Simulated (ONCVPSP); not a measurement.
**u(r) = r·R(r): atom against pseudo-atom (Zr)**

Columns: radius, all-electron u(r) and pseudo u(r) of the 4s shell (level -54.50 eV) of zirconium in the configuration [Ar] 3d10 4s2 4p6 4d2 5s2; PBE, scalar-relativistic, ONCV scheme, ONCVPSP 4.0.1.

| r (bohr) | all-electron | pseudo |
| --- | --- | --- |
| 0.150 | 0.2392 | 0.1732 |
| 0.300 | -0.5119 | 0.3475 |
| 0.450 | -0.3678 | 0.5198 |
| 0.600 | 0.1921 | 0.6805 |
| 0.750 | 0.6766 | 0.8150 |
| 0.900 | 0.9549 | 0.9077 |
| 1.050 | 1.0497 | 0.9473 |
| 1.200 | 1.0198 | 0.9314 |
| 1.350 | 0.9206 | 0.8671 |
| 1.500 | 0.7924 | 0.7686 |
| 1.650 | 0.6600 | 0.6530 |
| 1.800 | 0.5370 | 0.5361 |
| 1.950 | 0.4295 | 0.4294 |
| 2.100 | 0.3391 | 0.3391 |
| 2.250 | 0.2652 | 0.2651 |
| 2.400 | 0.2058 | 0.2058 |
| 2.550 | 0.1588 | 0.1587 |
| 2.700 | 0.1219 | 0.1219 |
| 2.850 | 0.0933 | 0.0933 |
| 3.000 | 0.0711 | 0.0711 |
| 3.150 | 0.0541 | 0.0541 |
| 3.300 | 0.0410 | 0.0410 |
| 3.450 | 0.0311 | 0.0311 |
| 3.600 | 0.0235 | 0.0235 |
| 3.750 | 0.0177 | 0.0177 |
| 3.900 | 0.0134 | 0.0134 |

(1) How many radial nodes do the two functions have?

(2) At about which radius was the pseudo-wave matched?

(3) Is the pseudo-wave norm-conserving?

## Answers

(1) The all-electron 4s function has n − l − 1 = 3 (the table is too coarse to show those close to the nucleus); the pseudo-wave has 0, since the states of the same l below it are removed with the core.

(2) 1.95 bohr, where the columns begin to agree (steps of 0.15 bohr).

(3) Yes: the ONCV scheme keeps the norm inside the radius equal to the all-electron one, which fixes the energy derivative of the logarithmic derivative at the level.
